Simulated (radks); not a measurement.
Ta, configuration [Xe] 4f14 5d2 6s2 6p1 (not the ground configuration). Calculated with a radial shooting solver on a logarithmic mesh with Libxc functionals: scalar-relativistic Kohn-Sham, BLYP, spin-polarised, spherical densities, finite nucleus; open shells are filled with parallel spins first (spin-orbit coupling, left out, can overturn this in heavy ions); Fermi nuclear charge, rms radius 5.3507 fm.

Unscreened Slater integrals over Kohn-Sham orbitals (cm^-1). They are taken over the spin-up orbitals.

\begin{tabular}{lr}
integral & value \\ \hline
F0(6p,6p) & 45251 \\
F2(6p,6p) & 23842 \\
F0(6p,5d) & 56101 \\
F2(6p,5d) & 18496 \\
G1(6p,5d) & 11329 \\
G3(6p,5d) & 8234.5 \\
F0(6p,6s) & 51957 \\
G1(6p,6s) & 29702 \\
F0(6p,4f) & 60728 \\
F2(6p,4f) & 5319.8 \\
G2(6p,4f) & 1297.5 \\
G4(6p,4f) & 1166.8 \\
F0(5d,5d) & 96983 \\
F2(5d,5d) & 48885 \\
F4(5d,5d) & 31739 \\
F0(5d,6s) & 73746 \\
G2(5d,6s) & 22324 \\
F0(5d,4f) & 127880 \\
F2(5d,4f) & 27834 \\
F4(5d,4f) & 12912 \\
G1(5d,4f) & 11347 \\
G3(5d,4f) & 9475.1 \\
G5(5d,4f) & 7279.5 \\
F0(6s,6s) & 63972 \\
F0(6s,4f) & 84235 \\
G3(6s,4f) & 2555.1 \\
F0(4f,4f) & 317900 \\
F2(4f,4f) & 151970 \\
F4(4f,4f) & 95527 \\
F6(4f,4f) & 68777 \\
\end{tabular}

Derived for the open shells (J is the average intra-shell exchange parameter used in DFT+U). 5d: Racah B = F2/49 - 5 F4/441 = 637.8 cm^-1, C = 35 F4/441 = 2519 cm^-1, C/B = 3.95, F4/F2 = 0.649, J = (F2 + F4)/14 = 5759 cm^-1. 6p: J = F2/5 = 4768 cm^-1.
